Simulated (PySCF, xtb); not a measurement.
CH6OZr, SMILES C[O][ZrH3], multiplicity 1.

GFN2-xTB (xtb) at its own geometry gives an orbital gap of 3.39 eV and a dipole moment of 1.83 D.

Geometry optimised at B3LYP-D3(BJ)/def2-SVP. The multiplicity is an assumed one; no other spin state was optimised. The structure was generated by enumeration; whether it is a known compound was not checked. The def2 effective core potentials stand for the cores of Zr; spin–orbit coupling is left out.

Question: What does PBE/def2-TZVPD (PySCF) give? (The exact figures need the calculation; the answer reports its results.)

Answer: gap 3.97 eV (levels -6.57 and -2.59 eV), dipole 2.39 D.
